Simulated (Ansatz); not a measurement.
Consider the hydrogenolysis of the Al–C bond: `C#[C][AlH][CH2]C` + H₂ → `C[CH2][AlH2]` + acetylene.

Computed with Ansatz on PBE0-D4/def2-TZVP structures; ΔE is electronic, products minus reactants. CCSD(T)/CBS is the MP2 limit (def2-TZVPP, def2-QZVPP) plus CCSD(T) − MP2 in def2-TZVPP, frozen cores. This one scheme is used for every species. Functionals use def2-TZVPP. B3LYP here is the variant with VWN-RPA as its local correlation; programs differ in this. Each species was taken in one conformer, which may not be the lowest.

(1) Is it downhill or uphill in electronic energy at CCSD(T)/CBS, and by how much? (Best estimate.)

(2) What do these levels give: ωB97X-V, ωB97M-V, PBE0, B3LYP, SCS-MP2/def2-QZVPP, HF/CBS(def2)? (An estimate is asked.)

Largest T1 diagnostic among the species: 0.013.

## Answers

(1) The calculation gave: Uphill: ΔE = +52.1 kJ/mol.

(2) The calculation gave: ωB97X-V 46.6, ωB97M-V 49.0, PBE0 44.8, B3LYP 43.4, SCS-MP2/def2-QZVPP 53.3, HF/CBS(def2) 33.3 kJ/mol.

The D4 term adds +6.9 kJ/mol with B3LYP and +4.1 kJ/mol with PBE0; it sums over pairs of atoms, weighted by their polarisabilities, and B3LYP, whose exchange is more repulsive, gets the larger term. In def2-TZVPP, CCSD(T) changes the Hartree–Fock value by +17.7 kJ/mol (the triples alone add +4.9 kJ/mol) and MP2 by +25.1 kJ/mol.
